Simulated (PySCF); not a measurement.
M06-2X on K(2+) (potassium, charge +2)

Configuration: [Ne] 3s2 3p5, 2P determinant. Computed with PySCF 2.14 in Sapporo-DKH3-DZP-2012 (6s5p1d, 26 functions), with scalar relativity by spin-free X2C-1e.

| Item | Value |
| --- | --- |
| Total energy | -600.900 hartree |
| One-electron energy | -811.769 hartree |
| Hartree (Coulomb) energy | 243.931 hartree |
| Exchange-correlation energy | -33.062 hartree |
| ⟨S²⟩ | 0.7520 |
| ⟨L²⟩ | 2.007 |
| Sum of ⟨r⟩ | 12.28 bohr |
| Sum of ⟨r²⟩ | 15.59 bohr² |
| Traceless quadrupole moment −½Σ⟨3z² − r²⟩ along its main axis | 0.862 e·bohr² |
| Langevin diamagnetic susceptibility | -12.3 ×10⁻⁶ cm³/mol |
| Time after the integrals | 0.42 s of wall time on 1 thread of Neoverse-N1 (shared host) |

```json
{"shell": "1s α", "electrons": "1", "mean orbital energy (eV)": "-3606.9", "spread (eV)": "0", "rms radius, mean of both spins (bohr)": "0.0938"}
{"shell": "1s β", "electrons": "1", "mean orbital energy (eV)": "-3606.4", "spread (eV)": "0", "rms radius, mean of both spins (bohr)": "0.0938"}
{"shell": "2s α", "electrons": "1", "mean orbital energy (eV)": "-396.64", "spread (eV)": "0", "rms radius, mean of both spins (bohr)": "0.419"}
{"shell": "2s β", "electrons": "1", "mean orbital energy (eV)": "-396.47", "spread (eV)": "0", "rms radius, mean of both spins (bohr)": "0.419"}
{"shell": "2p α", "electrons": "3", "mean orbital energy (eV)": "-320.94", "spread (eV)": "0.962", "rms radius, mean of both spins (bohr)": "0.388"}
{"shell": "2p β", "electrons": "3", "mean orbital energy (eV)": "-320.44", "spread (eV)": "0.141", "rms radius, mean of both spins (bohr)": "0.388"}
{"shell": "3s α", "electrons": "1", "mean orbital energy (eV)": "-63.087", "spread (eV)": "0", "rms radius, mean of both spins (bohr)": "1.33"}
{"shell": "3s β", "electrons": "1", "mean orbital energy (eV)": "-60.656", "spread (eV)": "0", "rms radius, mean of both spins (bohr)": "1.33"}
{"shell": "3p α", "electrons": "3", "mean orbital energy (eV)": "-43.805", "spread (eV)": "1.901", "rms radius, mean of both spins (bohr)": "1.47"}
{"shell": "3p β", "electrons": "2", "mean orbital energy (eV)": "-42.408", "spread (eV)": "0", "rms radius, mean of both spins (bohr)": "1.47"}
```

Densities and radii are taken from the X2C orbitals without a picture-change correction, which distorts them close to the nucleus.
